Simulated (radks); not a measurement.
Q: All-electron atom: K2+ in [Ne] 3s1 3p5 4s1 (not the ground configuration). Method: scalar-relativistic Kohn-Sham, PBEsol, spin-polarised, spherical densities, point nucleus; open shells are filled with parallel spins first; computed with a radial shooting solver on a logarithmic mesh with Libxc functionals. Some entries of the table are withheld. Estimate them.

orbital  occ.  eigenvalue (hartree)  r(max) (bohr)  <1/r> (bohr^-1)
1s up       1             -130.5488        0.05307            18.70
1s down     1             -130.5224        0.05307            18.70
2s up       1             -14.21555         0.3182            3.799
2s down     1             -14.18968         0.3184            3.799
2p up       3             -11.54091         0.2624            3.703
2p down     3             -11.51105         0.2626            3.704
3s up       1              -2.38650          1.050            1.163
3s down     0              -2.26799          1.054            1.154
3p up       3              -1.74066          1.103              (1)
3p down     2              -1.62883          1.110              (2)
3d up       0              -0.81463          1.200           0.7926
3d down     0              -0.71957          1.229           0.7746
4s up       1              -0.63296          2.885           0.4229
4s down     0              -0.56693          2.898           0.4232
4p up       0              -0.48653          3.268           0.3700

A: 
(1) 3p up <1/r> (bohr^-1): 1.052
(2) 3p down <1/r> (bohr^-1): 1.040
